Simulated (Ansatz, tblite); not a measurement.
Spin states of GeS₂⁺, each relaxed with r2SCAN-D4/def2-TZVP in Ansatz. Electronic energies in the gas phase.

The xTB rows come from tblite. Correlated methods freeze 19 core orbitals; core or outer-core shells of Ge are correlated, in sets that lack core-valence functions. The structure comes from a short search, and lower isomers may exist.

Doublet geometry (C2v within 0.1 Å):

```csv
atom,x (Å),y (Å),z (Å)
Ge1,0.665,-1.175,-0.280
S2,-1.183,0.070,0.289
S3,0.519,1.104,-0.009
```

Quartet geometry (C2v within 0.1 Å):

```xyz
3

Ge    1.650   -0.023   -0.334
S    -0.712   -0.688    0.803
S    -0.938    0.710   -0.469
```

⟨S²⟩: doublet 0.76 at PBE0-D4/def2-TZVP (pure 0.75), quartet 3.77 at PBE0-D4/def2-TZVP (pure 3.75).

Only these spin states were relaxed. The quartet has other bonds than the doublet, so the gap mixes isomer and spin.

```csv
level,quartet − doublet (kcal/mol),lowest of these
GFN1-xTB,80.9,doublet
HF/def2-TZVP,38.5,doublet
PBE-D4/def2-TZVP,56.1,doublet
r2SCAN-D4/def2-TZVP,55.1,doublet
PBE0-D4/def2-TZVP,55.4,doublet
B2PLYP/def2-TZVP,55.1,doublet
MP2/def2-TZVP,58.2,doublet
MP2/def2-TZVPP,58.2,doublet
```

Change of the quartet − doublet gap on mixing in exact exchange, in kcal/mol: PBE to PBE0 (25 % exact exchange) -0.7.

The xTB methods have no term that favours high spin, so they put low spin too low.
